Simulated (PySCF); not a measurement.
**KS⁻: frontier orbitals**

UHF at R = 3.024 Å; K def2-SVPD, S def2-SVPD; no relativity (PySCF 2.14). State: ³Π (triplet), unpaired electrons σ ↑, π ↑. Only the outer orbitals are listed, counted within each symmetry.

```tsv
spin	orbital	occ.	ε (eV)	on K (%)	main shells (%)
α	3π	1	-22.36	100	100 K p
α	3π	1	-22.34	100	100 K p
α	8σ	1	-22.27	98	98 K p
α	9σ	1	-19.01	2	98 S s
α	4π	1	-6.46	0	100 S p
α	10σ	1	-5.03	-1	100 S p
α	4π	1	-4.71	1	99 S p
α	11σ	1	-0.59	97	64 K s, 34 K p
α	5π	0	2.96	107	107 K p
α	5π	0	3.02	107	107 K p
β	3π	1	-22.34	100	100 K p
β	3π	1	-22.32	100	100 K p
β	8σ	1	-22.20	100	100 K p
β	9σ	1	-16.22	0	100 S s
β	10σ	1	-4.40	0	100 S p
β	4π	1	-4.09	1	99 S p
β	11σ	0	3.01	101	100 K s
β	4π	0	3.41	103	103 K p
```

Which are the highest filled and the lowest empty level, where do they sit, and how wide is the gap?

Highest filled α 11σ at -0.59 eV (in %: 64 K s, 34 K p); lowest empty α 5π at 2.96 eV (in %: 107 K p); the gap at UHF is 3.55 eV. An empty level above zero is unbound, and its energy depends on the basis.

- bond order (Mayer): 0.04
- ⟨S²⟩: 2.009
- charge on K (Mulliken, basis-dependent): 0.03
- charge on K (Löwdin, basis-dependent): -0.20
- dipole moment (positive dipole points towards S; it is taken about the centre of mass and depends on that origin): 3.38 D

Shares are Mulliken populations and can fall outside 0 to 100 %.

The state was picked by a PBE0 search and need not be the measured ground state.
